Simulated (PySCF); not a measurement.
C₂H₄Cl₂Si₂, SMILES Cl[Si]([SiH3])(C#C)Cl. Heavy atoms are numbered as in [CH:1]#[C:2][Si:3]([SiH3:4])([Cl:5])[Cl:6]. Hydrogens are named by the atom that carries them.

Geometry optimised at B3LYP-D3(BJ)/def2-SVP. The structure was generated by enumeration, and PubChem lists no compound with its InChIKey, so it may never have been made.

These are PBE/pcSseg-1 in PySCF values and carry that method's errors.

GIAO shieldings, no solvent; atoms alike by connectivity are averaged. δ = σ(ref) − σ: ¹³C against TMS (σ = 182.0 ppm); ²⁹Si against TMS (σ = 335.4 ppm); ³⁵Cl against HCl (σ = 936.5 ppm); ¹H against TMS (σ = 31.49 ppm), references at their B3LYP-D3(BJ)/def2-TZVP geometries, non-relativistic (without spin–orbit terms, shifts of atoms bonded to Cl or Br come out too high).

| nucleus | atoms | count | δ (ppm) |
|---|---|---|---|
| ¹³C | C1 (CH) | 1 | 106.4 |
| ¹³C | C2 | 1 | 89.1 |
| ²⁹Si | Si3 | 1 | 10.5 |
| ²⁹Si | Si4 (SiH3) | 1 | -97.3 |
| ³⁵Cl | Cl5 | 2 | 138.2 |
| ¹H | H on Si4 | 3 | 3.97 |
| ¹H | H on C1 | 1 | 3.09 |
